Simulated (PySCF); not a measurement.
Molecule: SMILES OB(O)c1ccc(O)s1, C4H5BO3S.

Cartesian coordinates in Å; atom numbers follow the order of the lines, from 1:
```xyz
14

O     2.8302   -0.3294    0.7618
B     1.9733    0.0472   -0.2299
O     2.4910    0.4713   -1.4027
C     0.4255    0.0104   -0.0683
C    -0.3354   -0.3835    0.9986
C    -1.7268   -0.2816    0.8097
C    -2.0373    0.2003   -0.4272
O    -3.2781    0.4145   -0.9049
S    -0.6147    0.5283   -1.3683
H     2.4316   -0.6228    1.5783
H     3.4481    0.4661   -1.4309
H     0.0932   -0.7440    1.9189
H    -2.4644   -0.5439    1.5443
H    -3.2368    0.7664   -1.8014
```

Frames of a GFN2-xTB Langevin trajectory at 300 K; GIAO PBE0/pcSseg-1 shieldings in PySCF 2.14, gas phase, non-relativistic; equivalent atoms averaged within each frame.

Shifts are taken against calculated references (same method and geometry level): 17O (σref 336.08) against H2O; 11B (σref 100.07) against BF3·OEt2; 13C (σref 186.93), 1H (σref 31.72) against TMS; CS2 for 33S (σref 503.73). The references are static minima.

Q: How do the shifts (ppm) fluctuate along the trajectory?

A: 
```
         time (fs)     O8  O1/O3    B2     C7     C5     C4     C6   S9   H12   H13
               250  150.7   98.3  22.7  189.1  148.0  137.9  114.1  248  6.97  6.58
               425  124.4  124.8  24.1  183.5  136.6  127.0  116.3  208  6.66  6.37
               625  139.3  108.7  20.5  183.6  133.6  129.8  104.2  265  7.60  5.77
               800  120.2  104.7  20.1  182.7  137.7  146.6  108.6  308  6.84  5.91
              1000  108.4  108.4  23.6  171.7  146.9  142.9  108.3  234  7.62  6.57
    mean of frames  128.6  109.0  22.2  182.1  140.6  136.8  110.3  252  7.14  6.24
standard deviation   16.5    9.8   1.8    6.4    6.5    8.4    4.9   37  0.44  0.38
```

5 frames give an uncertainty of the mean of about the standard deviation over 2.2 at best, since frames this close in time may not be independent; classical motion lacks zero-point vibration, and the reference would need the same averaging.
